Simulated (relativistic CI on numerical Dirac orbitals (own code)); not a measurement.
**V²⁺ in a cubic cluster: 1s photoemission with charge transfer**

Computed with a charge-transfer multiplet model of a cubic metal-ligand cluster with up to 2 ligand holes, Slater and spin-orbit integrals from Dirac-Coulomb-Breit ions, Slater integrals scaled by 0.9. The parameters are those of a tetrahedral site (10Dq negative, t2 hopping the larger). The ground state mixes d3 with configurations of k ligand holes L, whose averages lie at kΔ + k(k − 1)U_dd/2; a core hole lowers each added d electron by U_cd. 300 K, Lorentzian 1.1 eV and Gaussian 0.6 eV FWHM.

Atomic integrals in eV (Slater integrals scaled, ζ unscaled), ground: F2dd 8.026, F4dd 4.988, zeta_d 0.019; with the core hole: F2dd 9.721, F4dd 6.087, zeta_d 0.034, G2cd 0.043.

Cluster parameters (eV): Δ = 6.5, U_cd = 5.5, 10Dq = -0.15, 10Dq(ligand) = 0, V(eg) = 0.6, V(t2g) = -1.02, final-state hopping factor = 1.

| Case | n_d | d3 | d4L | d5L2 | S |
| --- | --- | --- | --- | --- | --- |
| U_dd = 4.5 eV | 3.11 | 0.89 | 0.11 | 0.00 | 1.50 |
| U_dd = 5.2 eV | 3.11 | 0.89 | 0.11 | 0.00 | 1.50 |
| U_dd = 6.6 eV | 3.11 | 0.89 | 0.11 | 0.00 | 1.50 |

Weights, n_d and S are thermal averages at 300 K. Binding energies count from the first peak over 30 % of the highest in each spectrum, which can be another peak from case to case. The parameters are a model scan and need not match a compound or its usual spin state. Peaks in eV (height, largest 100):
- U_dd = 4.5 eV: 0.0 (100), 2.7 (35), 5.0 (17)
- U_dd = 5.2 eV: 0.0 (100), 2.7 (33), 5.0 (16)
- U_dd = 6.6 eV: 0.0 (100), 2.8 (30), 5.2 (15)

Curve for U_dd = 4.5 eV (points under 2 left out, the grid thinned):

(E (eV), Intensity): (-3.8, 2.7), (-3.5, 3.2), (-3.3, 3.5), (-3.0, 4.2), (-2.8, 4.8), (-2.5, 5.9), (-2.2, 7.6), (-2.0, 9.0), (-1.7, 12.2), (-1.4, 17.3), (-1.2, 22.6), (-0.9, 35.6), (-0.7, 49.3), (-0.4, 76.5), (-0.1, 98.1), (0.1, 98.5), (0.4, 78.3), (0.6, 60.4), (0.9, 39.8), (1.2, 28.1), (1.4, 23.9), (1.7, 21.6), (2.0, 23.5), (2.2, 26.8), (2.5, 32.8), (2.7, 34.6), (3.0, 30.8), (3.3, 22.8), (3.5, 18.3), (3.8, 14.4), (4.0, 13.5), (4.3, 13.8), (4.6, 15.2), (4.8, 16.2), (5.1, 16.7), (5.3, 15.8), (5.6, 12.9), (5.9, 9.7), (6.1, 7.8), (6.4, 5.7), (6.7, 4.1), (6.9, 3.4), (7.2, 2.7), (7.4, 2.4), (7.7, 2.1)

For the case U_dd = 4.5 eV, Δ = 6.5 eV is larger than U_dd = 4.5 eV, the Mott-Hubbard side of the Zaanen-Sawatzky-Allen scheme. With the core hole the average of the configuration with one ligand hole lies at Δ − U_cd = 1.0 eV before mixing: the effective hopping of about 2.4 eV (from the holes of the mixed ground state) is comparable with this gap or larger, so the configurations mix strongly.
